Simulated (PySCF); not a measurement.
This PySCF input asks for the NMR shieldings of `FCC#C[C@@H]1[SiH2][C@@H]1[SiH2]Cl`, C5H8ClFSi2; the geometry comes from GFN2-xTB.

```python
import basis_set_exchange as bse
import numpy as np
from pyscf import gto, dft
from pyscf.prop import nmr

atoms = """
F    -3.529927    0.200137    1.562154
C    -2.937142    1.121368    0.716037
C    -1.825133    0.541925   -0.004814
C    -0.914358   -0.003876   -0.571077
C     0.165155   -0.614783   -1.253925
Si    1.027374   -2.147527   -0.524338
C     1.604072   -0.357471   -0.737628
Si    1.841909    0.848108    0.686976
Cl    3.821264    0.849686    1.118570
H    -2.603810    1.953729    1.349030
H    -3.720287    1.459601    0.025945
H     0.051604   -0.558711   -2.332549
H     0.602644   -2.594545    0.786456
H     1.496643   -3.129845   -1.487023
H     2.306874   -0.191256   -1.550562
H     1.472298    2.214797    0.316596
H     1.133821    0.420694    1.890241
"""
names = dict.fromkeys(["F", "C", "Si", "Cl", "H"], "pcSseg-1")
basis = {el: gto.basis.parse(bse.get_basis(n, elements=[el], fmt="nwchem")) for el, n in names.items()}
mol = gto.M(atom=atoms, basis=basis, charge=0, verbose=0)
mf = dft.RKS(mol, xc="PBE0")
mf.grids.level = 2
mf.grids.alignment = dft.numint.BLKSIZE   # the property module wants whole blocks of grid points
mf.conv_tol = 1e-9
mf.kernel()

calc = nmr.RKS(mf)   # GIAO
C = mf.mo_coeff
Co = C[:, mf.mo_occ > 0]
resp = mf.gen_response(singlet=True, hermi=2)
def vind(x):   # induced exchange potential for any number of trial vectors
    d = np.einsum("pi,xij,qj->xpq", C, 2 * x.reshape(-1, C.shape[1], Co.shape[1]), Co, optimize=True)
    return np.einsum("xpq,pi,qj->xij", resp(d - d.transpose(0, 2, 1)), C, Co, optimize=True).ravel()
mo1, _ = nmr.rhf.solve_mo1(calc, with_cphf=vind)
sigma = calc.kernel(mo1)
for i, s in enumerate(sigma):   # ppm
    w = np.linalg.eigvalsh((s + s.T) / 2)
    print("%2d %-2s iso %8.1f  s11 %8.1f  s22 %8.1f  s33 %8.1f" % (i, mol.atom_pure_symbol(i), w.mean(), *w))
```

**Question.** What does it print?

**Answer.** 
```
 0 F  iso    412.3  s11    366.2  s22    410.7  s33    459.9
 1 C  iso    113.0  s11     80.9  s22     89.6  s33    168.6
 2 C  iso    106.6  s11     16.5  s22     32.5  s33    270.9
 3 C  iso     86.7  s11     -3.4  s22     18.8  s33    244.6
 4 C  iso    184.9  s11    160.7  s22    177.6  s33    216.4
 5 Si iso    479.8  s11    371.1  s22    388.5  s33    679.7
 6 C  iso    182.2  s11    149.2  s22    193.3  s33    204.1
 7 Si iso    364.3  s11    324.9  s22    364.0  s33    403.8
 8 Cl iso   1012.0  s11    983.6  s22   1004.5  s33   1047.8
 9 H  iso     26.5  s11     21.6  s22     27.5  s33     30.3
10 H  iso     26.4  s11     21.4  s22     27.0  s33     30.7
11 H  iso     29.7  s11     22.4  s22     27.5  s33     39.2
12 H  iso     28.7  s11     23.8  s22     27.0  s33     35.3
13 H  iso     28.6  s11     23.3  s22     25.4  s33     37.1
14 H  iso     31.2  s11     24.8  s22     28.6  s33     40.2
15 H  iso     26.1  s11     21.1  s22     26.0  s33     31.1
16 H  iso     26.5  s11     22.0  s22     26.8  s33     30.8
```

These numbers come from an equivalent density-fitted implementation of the same equations, which agrees with the script to about 0.01 ppm for H and up to a few tenths of a ppm for heavy atoms, so last digits may differ.

**Question.** Turn these shieldings into chemical shifts. Referencing at the same level of theory: CFCl3 for 19F (σ = 170.95 ppm); 13C (σ = 186.93 ppm), 29Si (σ = 349.16 ppm), 1H (σ = 31.72 ppm) against TMS; HCl for 35Cl (σ = 949.78 ppm).

**Answer.** Averaging equivalent atoms: F 0: -241.3; C 3: 100.3; C 2: 80.3; C 1: 73.9; C 6: 4.7; C 4: 2.0; Si 7: -15.1; Si 5: -130.6; Cl 8: -62; H 15: 5.65; H 10: 5.36; H 9: 5.26; H 16: 5.18; H 13: 3.13; H 12: 2.99; H 11: 2.02; H 14: 0.54 ppm. Unscaled 19F shifts against computed CFCl3 carry errors that often reach 10 to 50 ppm.

Size and cost of the density-fitted run: 214 basis functions, 75 s wall time on 1 thread of an Arm Neoverse N1, shared host; peak memory 0.96 GiB.
